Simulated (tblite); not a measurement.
Compound: C6H10F2OSi.
Cartesian coordinates in Å at the GFN2-xTB level; atoms count from 1:
```
atom  x, y, z in Å
F1    -3.5341   -0.3255    0.3947
C2    -2.3788   -1.0487    0.2278
C3    -1.2515   -0.1267   -0.2094
O4    -0.0445   -0.8775   -0.0482
C5     1.0797   -0.2959   -0.6610
C6     2.2127   -1.3144   -0.4798
F7     3.2909   -0.9697   -1.2501
C8     1.4957    1.0458   -0.1169
C9     0.7043    1.8601    0.5693
Si10  -1.1000    1.4421    0.8837
H11   -2.1335   -1.5005    1.1930
H12   -2.5932   -1.8330   -0.5048
H13   -1.3787    0.1205   -1.2741
H14    0.8988   -0.1803   -1.7482
H15    1.8811   -2.3068   -0.7968
H16    2.5443   -1.3426    0.5617
H17    2.5247    1.2962   -0.3442
H18    1.1113    2.7963    0.9256
H19   -1.3404    1.0795    2.2811
H20   -1.9941    2.4917    0.3936
```

All values are computed: GFN2-xTB (tblite) harmonic vibrations without scaling, gas phase. The method is semi-empirical: single wavenumbers can be off by several per cent or more. Modes of hydrogen on silicon can be 10 to 20 % off. One conformer, not necessarily the lowest.

Harmonic wavenumbers (cm⁻¹): 44.9, 47.8, 74.9, 113.1, 163.5, 203.7, 248.4, 265.7, 309.2, 330.9, 431.9, 457.2, 509.8, 525.4, 573.7, 659.8, 670.1, 674.4, 740.5, 752.5, 783.3, 864.0, 938.0, 963.4, 1004.2, 1036.2, 1044.3, 1075.9, 1087.1, 1107.8, 1132.9, 1173.0, 1176.4, 1196.4, 1247.3, 1262.8, 1282.1, 1289.0, 1315.4, 1326.1, 1329.4, 1447.1, 1458.6, 1670.6, 2265.6, 2271.1, 2778.0, 2842.1, 2947.6, 2967.7, 2968.0, 2972.3, 3038.6, 3056.1.

A = 2073, B = 654.1, C = 516.9 MHz; mass 164.047 u (most abundant isotopes); point group C1, symmetry number 1.

Task: What is the zero-point energy?

Result: ½Σν̃ = 32058 cm⁻¹ = 383.50 kJ/mol.

Task: Entropy at 298.15 K, 1 bar (ideal gas, RRHO, classical rotation)?

Result: Translation 172.46, rotation 127.64, vibration 142.89: S = 443.0 J/(mol K).

Task: And Cp and H(298.15 K) − H(0)?

Result: Cp = 179.60 J/(mol K), of which vibrations give 146.34 (their classical limit is 54 R = 449.0); H(298.15 K) − H(0) = 31.94 kJ/mol without the zero-point energy, 22.02 from vibrations.

Task: What must be added to the electronic energy to get the Gibbs energy at 298.15 K and 1 bar?

Result: ZPE + [H(298.15 K) − H(0)] − T·S = 383.50 + 31.94 − 132.08 = 283.36 kJ/mol.

Task: Which modes carry the vibrational entropy at 298.15 K?

Result: 44.9 cm⁻¹: 21.05; 47.8 cm⁻¹: 20.53; 74.9 cm⁻¹: 16.82; 113.1 cm⁻¹: 13.45; 163.5 cm⁻¹: 10.50; 203.7 cm⁻¹: 8.78 J/(mol K); the other 48 give 51.77 together.

Task: How do the functions run with temperature in this model?

Result: 
```json
{"T (K)": "50", "S (J/(mol K))": "259.2", "Cp (J/(mol K))": "60.3", "H − H(0) (kJ/mol)": "2.26", "G − H(0) (kJ/mol)": "-10.70", "ln q(vib)": "0.79"}
{"T (K)": "100", "S (J/(mol K))": "308.6", "Cp (J/(mol K))": "84.7", "H − H(0) (kJ/mol)": "5.90", "G − H(0) (kJ/mol)": "-24.97", "ln q(vib)": "2.31"}
{"T (K)": "373.15", "S (J/(mol K))": "487.2", "Cp (J/(mol K))": "215.1", "H − H(0) (kJ/mol)": "46.76", "G − H(0) (kJ/mol)": "-135.04", "ln q(vib)": "10.53"}
{"T (K)": "500", "S (J/(mol K))": "557.5", "Cp (J/(mol K))": "265.9", "H − H(0) (kJ/mol)": "77.39", "G − H(0) (kJ/mol)": "-201.36", "ln q(vib)": "14.27"}
{"T (K)": "750", "S (J/(mol K))": "679.4", "Cp (J/(mol K))": "334.1", "H − H(0) (kJ/mol)": "153.11", "G − H(0) (kJ/mol)": "-356.42", "ln q(vib)": "21.37"}
{"T (K)": "1000", "S (J/(mol K))": "781.8", "Cp (J/(mol K))": "376.6", "H − H(0) (kJ/mol)": "242.34", "G − H(0) (kJ/mol)": "-539.42", "ln q(vib)": "27.94"}
```

q(vib) and H(0) count from the zero-point level.

Hindered rotation and anharmonicity are outside this model. Other conformers, if any are populated, would add a mixing term that is left out. The structure is chiral; the term R ln 2 for an equal mix with its mirror image is left out.
